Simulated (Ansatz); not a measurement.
Born–Oppenheimer molecular dynamics of C3H9B (13 atoms, charge 0, multiplicity 1). It starts from a relaxed structure.

The calculation used RKS PBE/STO-3G in Ansatz.

```yaml
ensemble: NVE (Milne-controlled integrator)
time_step: 0.5 fs
steps_asked: 250
starting_velocities_drawn_for: 500 K
seed: 512645
```

First frame:

```xyz
13
Properties=species:S:1:pos:R:3
B 0.002 0.002 -0.004
C -0.022 0.023 1.579
H -1.001 -0.225 2.025
H 0.746 -0.647 2.011
H 0.248 1.045 1.919
C 1.385 0.031 -0.774
H 1.563 -0.975 -1.209
H 1.362 0.728 -1.634
H 2.255 0.275 -0.140
C -1.359 -0.052 -0.811
H -1.926 -0.965 -0.537
H -2.009 0.797 -0.518
H -1.244 -0.035 -1.908
```

How far do the bonds stretch over the last three quarters of this one trajectory? (Pairs bonded in most of those frames.)


```csv
bond,mean (Å),spread (Å),shortest,longest
B1–C2,1.586,0.021,1.55,1.63
B1–C6,1.583,0.024,1.53,1.64
B1–C10,1.590,0.019,1.55,1.62
C2–H3,1.112,0.005,1.10,1.12
C2–H4,1.108,0.010,1.09,1.12
C2–H5,1.106,0.008,1.09,1.12
C6–H7,1.107,0.012,1.09,1.13
C6–H8,1.111,0.018,1.08,1.15
C6–H9,1.113,0.015,1.08,1.15
C10–H11,1.108,0.016,1.08,1.14
C10–H12,1.112,0.009,1.09,1.13
C10–H13,1.111,0.013,1.09,1.14
```

Mean temperature of the second half: 290 K. The conserved energy stayed within 0.013 meV per atom of its start (net change -0.00062 meV per atom), so the integration is sound. Over the second half the temperature averaged 0.58 of the 500 K drawn at the start: a run that starts near a minimum puts about half its kinetic energy into the potential. A run of 0.12 ps of so small a system gives no equilibrium averages. Limits of this set-up: minimal basis.

Time of the run: 7.6 min on 1 thread of Intel(R) Xeon(R) Platinum 8488C (Sapphire Rapids) (shared host), peak memory 0.1 GiB.
